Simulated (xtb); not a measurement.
H2Zn, singlet, from a rough starting geometry (GFN-xTB shapes and energies of metal compounds can be far from the true ones); GFN2-xTB (xtb 6.7.1).

xtb was given this input:
```
$ xtb mol.xyz --gfn 2 --opt vtight --json

# file mol.xyz
3

Zn    -0.00081859    -0.01123426     0.01029143
H      0.22803926    -1.48834954     0.05319482
H     -0.24474856     1.51884543    -0.11777583
```

Output, abridged:

```
   ID    Z sym.   atoms
    1   30 Zn     1
    2    1 H      2, 3

           -------------------------------------------------
          |                Calculation Setup                |
           -------------------------------------------------

           -------------------------------------------------
          |                 G F N 2 - x T B                 |
           -------------------------------------------------

          ...................................................
          :                      SETUP                      :
          :.................................................:
          :  # basis functions                   6          :
          :  # atomic orbitals                   6          :
          :  # shells                            4          :
          :  # electrons                         4          :
          :  max. iterations                   250          :
          :  Hamiltonian                  GFN2-xTB          :
          :  restarted?                      false          :
          :  GBSA solvation                  false          :
          :  PC potential                    false          :
          :  electronic temp.          300.0000000     K    :
          :  accuracy                    1.0000000          :
          :  -> integral cutoff          0.2500000E+02      :
          :  -> integral neglect         0.1000000E-07      :
          :  -> SCF convergence          0.1000000E-05 Eh   :
          :  -> wf. convergence          0.1000000E-03 e    :
          :  Broyden damping             0.4000000          :
          :  net charge                          0          :
          :  unpaired electrons                  0          :
          ...................................................

 iter      E             dE          RMSdq      gap      omega  full diag
   1     -1.4835326 -0.148353E+01  0.354E+01    8.33       0.0  T
   2     -1.5648196 -0.812869E-01  0.243E+01    7.01       1.0  T
   3     -1.5537981  0.110215E-01  0.591E+00    8.00       1.0  T
   4     -1.5664204 -0.126223E-01  0.398E-01    7.45       1.0  T
   5     -1.5666731 -0.252687E-03  0.121E-01    7.53       1.0  T
   6     -1.5666954 -0.223515E-04  0.201E-02    7.50       2.9  T
   7     -1.5666970 -0.152710E-05  0.125E-03    7.50      46.0  T
   8     -1.5666970 -0.147219E-08  0.437E-04    7.50     132.2  T
   9     -1.5666970 -0.465480E-09  0.748E-05    7.50     771.8  T

   *** convergence criteria satisfied after 9 iterations ***

         :::::::::::::::::::::::::::::::::::::::::::::::::::::
         ::                     SUMMARY                     ::
         :::::::::::::::::::::::::::::::::::::::::::::::::::::
         :: total energy              -1.559826369169 Eh    ::
         :: gradient norm              0.014379745037 Eh/a0 ::
         :: HOMO-LUMO gap              7.503336238921 eV    ::
         ::.................................................::
         :: SCC energy                -1.566696969413 Eh    ::
         :: -> isotropic ES            0.028875806118 Eh    ::
         :: -> anisotropic ES          0.005004920123 Eh    ::
         :: -> anisotropic XC          0.004304353111 Eh    ::
         :: -> dispersion             -0.000597274416 Eh    ::
         :: repulsion energy           0.006870600244 Eh    ::
         :: add. restraining           0.000000000000 Eh    ::
         :: total charge              -0.000000000000 e     ::
         :::::::::::::::::::::::::::::::::::::::::::::::::::::

      -----------------------------------------------------------
     |                   =====================                   |
     |                        A N C O P T                        |
     |                   =====================                   |
     |               Approximate Normal Coordinate               |
     |                Rational Function Optimizer                |
      -----------------------------------------------------------
      -----------------------------------------------------------
     |                   =====================                   |
     |                        A N C O P T                        |
     |                   =====================                   |
     |               Approximate Normal Coordinate               |
     |                Rational Function Optimizer                |
      -----------------------------------------------------------

          ...................................................
          :                      SETUP                      :
          :.................................................:
          :   optimization level         verytight          :
          :   max. optcycles                   200          :
          :   ANC micro-cycles                  20          :
          :   degrees of freedom                 3          :
          :.................................................:
          :   RF solver                   davidson          :
          :   write xtbopt.log                true          :
          :   linear?                        false          :
          :   energy convergence         0.1000000E-06 Eh   :
          :   grad. convergence          0.2000000E-03 Eh/α :
          :   maxmium RF displ.          1.0000000          :
          :   Hlow (freq-cutoff)         0.1000000E-01      :
          :   Hmax (freq-cutoff)         5.0000000          :
          :   S6 in model hess.         20.0000000          :
          ...................................................

generating ANC from exact Hessian ...
Using Lindh-Hessian (1995)
 Shifting diagonal of input Hessian by    0.0000000000000000
 Lowest  eigenvalues of input Hessian
    0.000000    0.000000    0.000000    0.000000    0.000000    0.000000
    0.020917    0.186133    0.574733
 Highest eigenvalues
    0.000000    0.000000    0.000000    0.020917    0.186133    0.574733

[...]
 * total energy  :    -1.5598264 Eh     change       -0.1264255E-10 Eh
 * total energy  :    -1.5602959 Eh     change       -0.4695090E-03 Eh
 * total energy  :    -1.5604052 Eh     change       -0.1093255E-03 Eh
 * total energy  :    -1.5604070 Eh     change       -0.1779958E-05 Eh
 * total energy  :    -1.5604078 Eh     change       -0.8603031E-06 Eh
 * total energy  :    -1.5604078 Eh     change       -0.2428134E-08 Eh
   *** GEOMETRY OPTIMIZATION CONVERGED AFTER 6 ITERATIONS ***
[...]

 selected bond angles (degree)
 --------------------
H3-Zn1-H2=180.00

 selected dihedral angles (degree)
 ---------------------------------

           -------------------------------------------------
          |                Final Singlepoint                |
           -------------------------------------------------

          ...................................................
          :                      SETUP                      :
          :.................................................:
          :  # basis functions                   6          :
          :  # atomic orbitals                   6          :
          :  # shells                            4          :
          :  # electrons                         4          :
          :  max. iterations                   250          :
          :  Hamiltonian                  GFN2-xTB          :
          :  restarted?                      false          :
          :  GBSA solvation                  false          :
          :  PC potential                    false          :
          :  electronic temp.          300.0000000     K    :
          :  accuracy                    1.0000000          :
          :  -> integral cutoff          0.2500000E+02      :
          :  -> integral neglect         0.1000000E-07      :
          :  -> SCF convergence          0.1000000E-05 Eh   :
          :  -> wf. convergence          0.1000000E-03 e    :
          :  Broyden damping             0.4000000          :
          :  net charge                          0          :
          :  unpaired electrons                  0          :
          ...................................................

 iter      E             dE          RMSdq      gap      omega  full diag
   1     -1.5686772 -0.156868E+01  0.362E-05    7.58       0.0  T
   2     -1.5686772 -0.151323E-11  0.107E-05    7.58    5382.2  T
   3     -1.5686772 -0.180078E-12  0.736E-06    7.58    7846.2  T

   *** convergence criteria satisfied after 3 iterations ***

         :::::::::::::::::::::::::::::::::::::::::::::::::::::
         ::                     SUMMARY                     ::
         :::::::::::::::::::::::::::::::::::::::::::::::::::::
         :: total energy              -1.560407846426 Eh    ::
         :: gradient norm              0.000006917517 Eh/a0 ::
         :: HOMO-LUMO gap              7.577269544678 eV    ::
         ::.................................................::
         :: SCC energy                -1.568677250052 Eh    ::
         :: -> isotropic ES            0.029389523197 Eh    ::
         :: -> anisotropic ES          0.004960734070 Eh    ::
         :: -> anisotropic XC          0.004058753756 Eh    ::
         :: -> dispersion             -0.000602694319 Eh    ::
         :: repulsion energy           0.008269403625 Eh    ::
         :: add. restraining           0.000000000000 Eh    ::
         :: total charge              -0.000000000000 e     ::
         :::::::::::::::::::::::::::::::::::::::::::::::::::::

           -------------------------------------------------
          |                Property Printout                |
           -------------------------------------------------

    * Orbital Energies and Occupations

         #    Occupation            Energy/Eh            Energy/eV
      -------------------------------------------------------------
         1        2.0000           -0.4971373             -13.5278
         2        2.0000           -0.4051242             -11.0240 (HOMO)
         3                         -0.1266647              -3.4467 (LUMO)
         4                         -0.1266647              -3.4467
         5                         -0.0761908              -2.0733
         6                          0.7330149              19.9464
      -------------------------------------------------------------
                  HL-Gap            0.2784595 Eh            7.5773 eV
             Fermi-level           -0.2658945 Eh           -7.2354 eV

     #   Z          covCN         q      C6AA      α(0)
     1  30 Zn       1.776     0.228   122.519    21.622
     2   1 H        0.888    -0.114     6.101     3.866
     3   1 H        0.888    -0.114     6.101     3.866

 Mol. C6AA /au·bohr⁶  :        254.132992
 Mol. C8AA /au·bohr⁸  :      13139.837471
 Mol. α(0) /au        :         29.353847

Wiberg/Mayer (AO) data.
largest (>0.10) Wiberg bond orders for each atom

 ---------------------------------------------------------------------------
     #   Z sym  total        # sym  WBO       # sym  WBO       # sym  WBO
 ---------------------------------------------------------------------------
     1  30 Zn   1.660 --     2 H    0.830     3 H    0.830
     2   1 H    0.987 --     1 Zn   0.830     3 H    0.157
     3   1 H    0.987 --     1 Zn   0.830     2 H    0.157
 ---------------------------------------------------------------------------

Topologies differ in total number of bonds
Writing topology from bond orders to xtbtopo.mol

molecular dipole:
                 x           y           z       tot (Debye)
 q only:        0.000      -0.000       0.000
   full:        0.000      -0.000       0.000       0.000
molecular quadrupole (traceless):
                xx          xy          yy          xz          yz          zz
 q only:        0.849       0.420      -1.756      -0.024       0.152       0.907
  q+dip:        0.353       0.174      -0.729      -0.010       0.063       0.376
   full:        2.664       1.317      -5.507      -0.075       0.476       2.844

optimized geometry written to: xtbopt.xyz

           -------------------------------------------------
          | TOTAL ENERGY               -1.560407846426 Eh   |
          | GRADIENT NORM               0.000006917517 Eh/α |
          | HOMO-LUMO GAP               7.577269544678 eV   |
           -------------------------------------------------

normal termination of xtb
```
